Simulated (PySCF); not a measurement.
Compound: C7H7ClN (doublet state).
Cartesian coordinates in Å at the GFN2-xTB level; atoms count from 1:
```xyz
16
C7H7ClN angstrom
N      4.2430   -0.2824   -1.3477
C      3.4125    0.2965   -0.8179
C      2.3585    1.0029   -0.1294
C      1.3900    0.0235    0.4691
C      0.0903    0.0206    0.1943
C     -0.8464   -0.9353    0.7808
C     -2.1282   -0.9420    0.5723
C     -3.3366   -0.5100    0.0368
Cl    -3.1020    1.0518   -1.0941
H      2.8220    1.6081    0.6584
H      1.8544    1.6679   -0.8357
H      1.8179   -0.7030    1.1475
H     -0.3432    0.7443   -0.4806
H     -0.3969   -1.6791    1.4315
H     -3.7967   -1.2147   -0.6524
H     -4.0462   -0.1404    0.7739
```

The hyperfine couplings belong to this conformer and change with its torsions.

The species is `N#CC/C=C/C=[C]\CCl` [radical].

Computed with PySCF, UKS B3LYP, pcH-1 on C Cl H N, non-relativistic, mean-field spin-orbit, GIAO. The structure is a single GFN2-xTB conformer in the gas phase; no vibrational or solvent corrections. Couplings are sensitive to structure, and on GFN2-xTB geometries they can be far from those on DFT ones. No stability test was run, so a lower SCF solution isn't excluded.

Question: Break the g tensor into its mass correction, gauge correction and orbital-Zeeman/spin–orbit terms.

Answer: 
```
                    Δg (ppm)     1     2     3
relativistic mass correction  -198  -198  -198
            gauge correction    -3     3    24
   orbital Zeeman/spin–orbit  -125  3029  4442
                       total  -326  2835  4268
```

So g = 2.00199, 2.00515, 2.00659 and g_iso = 2.00458; the tensor is rhombic: the two nearest values differ by 31 % of g3 − g1. Axes: g3 points within 15° of the C6–C7 bond.

Question: What are the electron Larmor frequencies g μB B/h along the three axes at 350 mT?

Answer: 9.8071, 9.8226, 9.8296 GHz for g1, g2 and g3, a range of 22.5 MHz.

Question: At 9.521 GHz, how far is the centre of the isotropic spectrum from where a free electron (g = 2.002319) resonates?

Answer: B = hν/(g μB) with μB/h = 13.99624 MHz/mT gives 339.73 mT for the free electron and 339.35 mT at g_iso, 0.38 mT lower.

Question: What effective moment and Curie constant follow for a powder?

Answer: With the mean of g² = 4.0183 and S(S+1) = 0.75: μ_eff = √(⟨g²⟩S(S+1)) = 1.736 μB and χT = 0.12505·⟨g²⟩·S(S+1) = 0.377 cm³ K/mol (cgs; spin-Hamiltonian part alone).

Question: In a frozen sample, at which fields do the three g values resonate at 9.5, 34, 94 and 263 GHz (hyperfine left aside), and which band first spreads them over more than twice a line width of 1.0 mT?

Answer: 
```csv
band,GHz,B(g3) mT,B(g2) mT,B(g1) mT,spread mT
X,9.5,338.26,338.50,339.04,0.78
Q,34.0,1210.62,1211.49,1213.40,2.78
W,94.0,3347.02,3349.41,3354.70,7.68
J,263.0,9364.53,9371.23,9386.02,21.49
```

The spread grows in proportion to the frequency. Q band is the first where it exceeds 2.0 mT.

The largest Mulliken spin populations are on C7 (+0.89), Cl9 (+0.22), C6 (-0.14) and C5 (+0.08).

The HOMO–LUMO gaps are 5.24 eV among the α and 3.56 eV among the β orbitals.
